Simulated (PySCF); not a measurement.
## Correlation energy of I(3+) (iodine, charge +3)

[Kr] 4d10 5s2 5p2, high-spin 3P determinant. Computed with PySCF 2.14 in dyall-av2z (22s16p12d, 130 functions), with no relativity, point nucleus. Frozen: [Kr] 4d10; 4 electrons correlated; the 62 highest virtual orbitals of each spin left out.

| level | correlation energy (mhartree) |
| --- | --- |
| CCSD | -59.33 |
| (T) | -0.69 |
| CCSD(T) | -60.02 |

Diagnostics: T1 = 0.0064, D1 = 0.0178, largest double amplitude 0.103.

Task: Is a single reference adequate?

Result: Mostly. T1 lies below 0.03, but a double amplitude of this size points to a near-degeneracy that CCSD handles and MP2 describes poorly.
